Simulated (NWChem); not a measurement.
System: CH5NOSi, singlet; SMILES CO[Si]N

NWChem printed, in part:

```
             Northwest Computational Chemistry Package (NWChem) 7.3.0
             --------------------------------------------------------

 CS  symmetry detected

                             Geometry "geometry" -> ""
                             -------------------------

 Output coordinates in angstroms (scale by  1.889725989 to convert to a.u.)

  No.       Tag          Charge          X              Y              Z
 ---- ---------------- ---------- -------------- -------------- --------------
    1 Si                  14.0000     0.70631965    -0.82067480     0.00000000
    2 O                    8.0000     0.62737933     0.85343686     0.00000000
    3 C                    6.0000    -0.46562689     1.72215383     0.00000000
    4 H                    1.0000    -1.10306251     1.58845675     0.89400300
    5 H                    1.0000    -0.10356865     2.76217941     0.00000000
    6 H                    1.0000    -1.10306251     1.58845675    -0.89400300
    7 N                    7.0000    -0.96864549    -1.24948497     0.00000000
    8 H                    1.0000    -1.77966100    -0.63717461     0.00000000
    9 H                    1.0000    -1.24387533    -2.22649428     0.00000000

 Effective nuclear repulsion energy (a.u.)     163.0350956479

      Symmetry information
      --------------------

 Group name             Cs
 Group number              2
 Group order               2
 No. of unique centers     8

  pbe96 is a nonlocal functional; adding pw91lda local functional.

                                 NWChem DFT Module
                                 -----------------

 Summary of "ao basis" -> "ao basis" (spherical)
 ------------------------------------------------------------------------------
       Tag                 Description            Shells   Functions and Types
 ---------------- ------------------------------  ------  ---------------------
 Si                          sto-3g                  5        9   3s2p
 O                           sto-3g                  3        5   2s1p
 C                           sto-3g                  3        5   2s1p
 H                           sto-3g                  1        1   1s
 N                           sto-3g                  3        5   2s1p

      Symmetry analysis of basis
      --------------------------

        a'         23
        a"          6

            General Information
            -------------------
          SCF calculation type: DFT
          Wavefunction type:  closed shell.
          No. of atoms     :     9
          No. of electrons :    40
           Alpha electrons :    20
            Beta electrons :    20
          Charge           :     0
          Spin multiplicity:     1
          Use of symmetry is: on ; symmetry adaption is: on
          Maximum number of iterations: 150
          AO basis - number of functions:    29
                     number of shells:    19
          Convergence on energy requested:  1.00D-06
          Convergence on density requested:  1.00D-05
          Convergence on gradient requested:  5.00D-04

              XC Information
              --------------
          PerdewBurkeErnzerhof Exchange Functional  1.000
            Perdew 1991 LDA Correlation Functional  1.000 local
           PerdewBurkeErnz. Correlation Functional  1.000 non-local

             Grid Information
             ----------------
          Grid used for XC integration:  medium
          Radial quadrature: Mura-Knowles
          Angular quadrature: Lebedev.
          Tag              B.-S. Rad. Rad. Pts. Rad. Cut. Ang. Pts.
          ---              ---------- --------- --------- ---------
          Si                  1.10       88          10.0       590
          O                   0.60       49           9.0       434
          C                   0.70       49          10.0       434
          H                   0.35       45          12.0       434
          N                   0.65       49          10.0       434
          Grid pruning is: on
          Number of quadrature shells:   415
          Spatial weights used:  Erf1

      Superposition of Atomic Density Guess
      -------------------------------------

 Sum of atomic energies:        -452.35611741

      Non-variational initial energy
      ------------------------------

 Total energy =    -452.682584
 1-e energy   =    -955.063357
 2-e energy   =     339.345677
 HOMO         =      -0.099250
 LUMO         =       0.239643

      Symmetry analysis of molecular orbitals - initial
      -------------------------------------------------

  Numbering of irreducible representations:

     1 a'          2 a"

  Orbital symmetries:

     1 a'          2 a'          3 a'          4 a'          5 a'
     6 a'          7 a'          8 a"          9 a'         10 a'
    11 a'         12 a'         13 a'         14 a'         15 a"
    16 a'         17 a'         18 a"         19 a"         20 a'
    21 a"         22 a'         23 a'         24 a'         25 a'
    26 a'         27 a"         28 a'         29 a'

     ---------------------------------------------
      Total Density - Mulliken Population Analysis
     ---------------------------------------------

    Atom       Charge   Shell Charges
 -----------   ------   -------------------------------------------------------
    1 Si  14    13.07   2.00  2.00  5.88  1.77  1.43
    2 O    8     8.79   2.00  1.82  4.97
    3 C    6     5.77   1.99  1.24  2.54
    4 H    1     0.99   0.99
    5 H    1     0.98   0.98
    6 H    1     0.99   0.99
    7 N    7     7.92   2.00  1.62  4.30
    8 H    1     0.75   0.75
    9 H    1     0.74   0.74

   convergence    iter        energy       DeltaE   RMS-Dens  Diis-err
 ---------------- ----- ----------------- --------- --------- ---------
 d= 0,ls=0.0,diis     1   -454.4936374874 -6.18D+02  8.64D-02  6.93D-01
 d= 0,ls=0.0,diis     2   -453.9550051007  5.39D-01  6.86D-02  4.42D+00
 d= 0,ls=0.0,diis     3   -454.5603729879 -6.05D-01  2.83D-02  2.86D-01
 d= 0,ls=0.0,diis     4   -454.5999685987 -3.96D-02  1.01D-02  5.50D-02
 d= 0,ls=0.0,diis     5   -454.6087484705 -8.78D-03  2.61D-03  4.88D-03
  Resetting Diis
 d= 0,ls=0.0,diis     6   -454.6096600022 -9.12D-04  3.29D-04  3.36D-05
 d= 0,ls=0.0,diis     7   -454.6096663685 -6.37D-06  1.93D-04  2.81D-06
 d= 0,ls=0.0,diis     8   -454.6096649882  1.38D-06  1.43D-04  1.12D-05
 d= 0,ls=0.0,diis     9   -454.6096668552 -1.87D-06  3.07D-05  4.56D-07
 d= 0,ls=0.0,diis    10   -454.6096669426 -8.75D-08  3.30D-06  6.65D-09

         Total DFT energy =     -454.609666942646
      One electron energy =     -954.661967193666
           Coulomb energy =      380.568614940092
    Exchange-Corr. energy =      -43.551410336951
 Nuclear repulsion energy =      163.035095647880

 Numeric. integr. density =       40.000010664387

                  Occupations of the irreducible representations
                  ----------------------------------------------

                     irrep           alpha         beta
                     --------     --------     --------
                     a'               16.0         16.0
                     a"                4.0          4.0

                       DFT Final Molecular Orbital Analysis
                       ------------------------------------

 Vector   18  Occ=2.000000D+00  E=-1.011331D-01  Symmetry=a'
              MO Center=  5.2D-01,  9.0D-01,  3.6D-16, r^2= 1.3D+00
   Bfn.  Coefficient  Atom+Function         Bfn.  Coefficient  Atom+Function
  ----- ------------  ---------------      ----- ------------  ---------------
    12      0.679420  2 O  px                13      0.508857  2 O  py
    11      0.320236  2 O  s                 21     -0.241760  5 H  s
     8     -0.190637  1 Si py                25      0.161152  7 N  px
    20      0.152524  4 H  s                 22      0.152524  6 H  s
    24      0.151834  7 N  s                 17     -0.136844  3 C  px

 Vector   19  Occ=2.000000D+00  E=-8.207376D-02  Symmetry=a'
              MO Center=  8.6D-01, -9.4D-01, -4.8D-14, r^2= 1.9D+00
   Bfn.  Coefficient  Atom+Function         Bfn.  Coefficient  Atom+Function
  ----- ------------  ---------------      ----- ------------  ---------------
     6      0.824157  1 Si s                  7      0.425575  1 Si px
    24     -0.307385  7 N  s                 25     -0.286583  7 N  px
    11     -0.267397  2 O  s                  8     -0.263877  1 Si py
     2     -0.236609  1 Si s                 13      0.176549  2 O  py
     3     -0.172193  1 Si px                28      0.169047  8 H  s

 Vector   20  Occ=2.000000D+00  E=-8.072939D-02  Symmetry=a"
              MO Center= -2.2D-01, -9.7D-02,  2.0D-13, r^2= 2.4D+00
   Bfn.  Coefficient  Atom+Function         Bfn.  Coefficient  Atom+Function
  ----- ------------  ---------------      ----- ------------  ---------------
    14      0.697214  2 O  pz                27     -0.687712  7 N  pz
    20     -0.181352  4 H  s                 22      0.181352  6 H  s
    19     -0.026176  3 C  pz

 Vector   21  Occ=0.000000D+00  E= 1.100506D-01  Symmetry=a"
              MO Center=  4.6D-01, -6.6D-01,  9.1D-14, r^2= 1.9D+00
   Bfn.  Coefficient  Atom+Function         Bfn.  Coefficient  Atom+Function
  ----- ------------  ---------------      ----- ------------  ---------------
     9      0.939023  1 Si pz                27     -0.444720  7 N  pz
    14     -0.396493  2 O  pz                 5     -0.318168  1 Si pz
    20      0.116218  4 H  s                 22     -0.116218  6 H  s
    19     -0.075108  3 C  pz

[...]
```

Level: PBE/STO-3G. Low-valent species are run as closed-shell singlets; no triplet was tried in these runs. Geometry: optimised at PBE0/def2-SVP.

Question: Which NWChem input produces such a log?

Answer: Several could match; the one computed here: the input that was run:
```
start job
memory heap 200 mb stack 900 mb global 1100 mb
geometry units angstroms noautoz
  Si     0.746905    -0.810853     0.000000
  O      0.633447     0.861274     0.000000
  C     -0.477247     1.707259     0.000000
  H     -1.111789     1.560441     0.894003
  H     -0.136720     2.754532     0.000000
  H     -1.111789     1.560441    -0.894003
  N     -0.918858    -1.274124     0.000000
  H     -1.742332    -0.678674     0.000000
  H     -1.173875    -2.256603     0.000000
end
basis spherical
  * library sto-3g
end
dft
  xc xpbe96 cpbe96
  iterations 150
  mulliken
end
task dft energy
```
